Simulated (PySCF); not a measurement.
Al(Me)(Cl) (CH3AlCl), SMILES [CH3][Al+][Cl], charge +1. Atoms are numbered in the order given.

```xyz
6

Al     0.0000     0.0000    -0.4136
C      0.0000     0.0000    -2.3290
H     -0.9010    -0.5202    -2.6871
H      0.9010    -0.5202    -2.6871
H      0.0000     1.0403    -2.6871
Cl     0.0000     0.0000     1.6125
```
Charge +1, spin multiplicity 1.

Coordinates come from a PBE-D3(BJ)/def2-TZVP optimisation. The multiplicity is an assumed one; other spin states were not compared. The isomer is the one that the SMILES or the coordinates give; other isomers of the formula were not compared.

Level of theory: PBE-D3(BJ)/def2-TZVP (PySCF 2.14.0).

Frequencies are harmonic and unscaled.

Modes within 1.5 cm⁻¹ of each other (mostly degenerate sets) share a row, with their intensities summed.

Computed vibrational spectrum:
```json
[
 {"mode": "1–2", "ν (cm⁻¹)": "125", "IR (km/mol)": "37.1", "moving atoms (share of kinetic energy)": "Al 57 %, H 16 %, C 15 %, Cl 12 %"},
 {"mode": "3", "ν (cm⁻¹)": "465", "IR (km/mol)": "22.3", "moving atoms (share of kinetic energy)": "C 44 %, Cl 42 %, H 9 %"},
 {"mode": "4–5", "ν (cm⁻¹)": "713", "IR (km/mol)": "96.3", "moving atoms (share of kinetic energy)": "H 80 %, C 16 %"},
 {"mode": "6", "ν (cm⁻¹)": "764", "IR (km/mol)": "71.5", "moving atoms (share of kinetic energy)": "Al 61 %, C 23 %, Cl 12 %"},
 {"mode": "7", "ν (cm⁻¹)": "1170", "IR (km/mol)": "1.1", "moving atoms (share of kinetic energy)": "H 85 %, C 15 %"},
 {"mode": "8–9", "ν (cm⁻¹)": "1366", "IR (km/mol)": "8.0", "moving atoms (share of kinetic energy)": "H 96 %"},
 {"mode": "10", "ν (cm⁻¹)": "2972", "IR (km/mol)": "27.2", "moving atoms (share of kinetic energy)": "H 98 %"},
 {"mode": "11–12", "ν (cm⁻¹)": "3071", "IR (km/mol)": "37.2", "moving atoms (share of kinetic energy)": "H 91 %, C 9 %"}
]
```
